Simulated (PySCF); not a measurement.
PySCF 2.14 output of an unrestricted BP86 calculation on a single atom or ion in def2-TZVP, with the non-relativistic Hamiltonian (point nucleus):

```
SCF conv_tol = 1e-09
number electrons alpha = 15  beta = 13
    A. D. Becke.,  Phys. Rev. A 38, 3098 (1988)
    J. P. Perdew.,  Phys. Rev. B 33, 8822 (1986)
cycle= 1 E= -1508.47173414645  delta_E= -0.0127  |g|= 0.27  |ddm|= 0.384
cycle= 2 E= -1508.43010065714  delta_E= 0.0416  |g|= 0.574  |ddm|= 0.314
cycle= 3 E= -1508.48449047169  delta_E= -0.0544  |g|= 0.0146  |ddm|= 0.196
cycle= 4 E= -1508.48454198621  delta_E= -5.15e-05  |g|= 0.00226  |ddm|= 0.0149
cycle= 5 E= -1508.4845431297  delta_E= -1.14e-06  |g|= 5.29e-05  |ddm|= 0.00173
cycle= 6 E= -1508.48454313053  delta_E= -8.32e-10  |g|= 9.74e-07  |ddm|= 6.72e-05
converged SCF energy = -1508.48454313053  <S^2> = 2.0024522  2S+1 = 3.0016344
```

The run itself started from symmetry-adapted Hartree-Fock orbitals and held the occupation by maximum overlap, on a logarithmic radial grid, so the iterations belong to that start.

Problem. Which element, charge and spin multiplicity is this?

Solution. Ni (nickel, neutral), multiplicity 3; the state was [Ar] 3d8 4s2, high-spin 3F determinant.
